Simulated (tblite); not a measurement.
Compound: C2H4BClSi.
SMILES with atom numbers: `[SiH3:1][C:2]#[C:3][BH:4][Cl:5]` (hydrogens: H6, H7, H8 on Si1; H9 on B4)

Computed with GFN2-xTB (tblite), gas phase: L-BFGS steps from a force-field or distance-geometry start until the largest atomic force falls under 0.01 eV/Å.

Step 13: E = -375.5039 eV
```
atom  x, y, z in Å  |  force x, y, z in eV/Å
Si1    -2.0446    0.3239   -0.1777   -0.009   0.017   0.019
C2     -0.2222   -0.0004   -0.2473   -0.017  -0.006  -0.085
C3      0.9661   -0.2135   -0.3820    0.017  -0.023  -0.002
B4      2.4279   -0.4985   -0.6003   -0.041  -0.025  -0.011
Cl5     3.5081    0.7882   -0.8654    0.002   0.016   0.016
H6     -2.5640   -0.2733    1.0550    0.010   0.003  -0.015
H7     -2.2409    1.7761   -0.1835   -0.013  -0.021   0.000
H8     -2.6494   -0.2955   -1.3633    0.038   0.023   0.054
H9      2.8325   -1.6011   -0.6297    0.013   0.016   0.025
```

Step 14: E = -375.5043 eV
```
atom  x, y, z in Å  |  force x, y, z in eV/Å
Si1    -2.0436    0.3242   -0.1768   -0.026   0.021   0.015
C2     -0.2221   -0.0008   -0.2501   -0.040  -0.001  -0.075
C3      0.9658   -0.2151   -0.3850   -0.012  -0.013   0.005
B4      2.4257   -0.4990   -0.6005    0.022  -0.010  -0.022
Cl5     3.5065    0.7883   -0.8639   -0.003   0.014   0.016
H6     -2.5625   -0.2734    1.0565    0.014   0.007  -0.023
H7     -2.2413    1.7766   -0.1832   -0.010  -0.028   0.002
H8     -2.6471   -0.2951   -1.3633    0.035   0.024   0.058
H9      2.8322   -1.5998   -0.6278    0.021  -0.013   0.024
```

**Question.** Estimate the geometry and energy of step 15. (The exact step hangs on the optimiser's Hessian estimate; all steps are aligned on step 14, rigid shifts and turns removed.)

**Answer.** E = -375.5048 eV, largest force 0.085 eV/Å
```
atom  x, y, z in Å  |  force x, y, z in eV/Å
Si1    -2.0429    0.3250   -0.1753   -0.032   0.021   0.010
C2     -0.2226   -0.0014   -0.2553   -0.053   0.004  -0.059
C3      0.9648   -0.2176   -0.3891   -0.040  -0.002   0.007
B4      2.4233   -0.4999   -0.6011    0.080   0.009  -0.027
Cl5     3.5045    0.7889   -0.8617   -0.009   0.010   0.016
H6     -2.5601   -0.2733    1.0581    0.014   0.006  -0.021
H7     -2.2421    1.7767   -0.1827   -0.010  -0.021   0.006
H8     -2.6435   -0.2941   -1.3623    0.019   0.016   0.046
H9      2.8321   -1.5984   -0.6248    0.031  -0.044   0.021
```

The energy changes by -0.0006 eV. The first-order estimate −F·Δx gives -0.0007 eV and the mean of the old and new forces, exact on a quadratic surface, -0.0006 eV. The step makes an angle of 58° with the force vector and moves no atom by more than 0.005 Å.

The cost below is that of the whole relaxation. Time: 0.31 s. Hardware: one thread, Arm Neoverse N1 (aarch64), shared host with 64 logical CPUs at a one-minute load of 59.
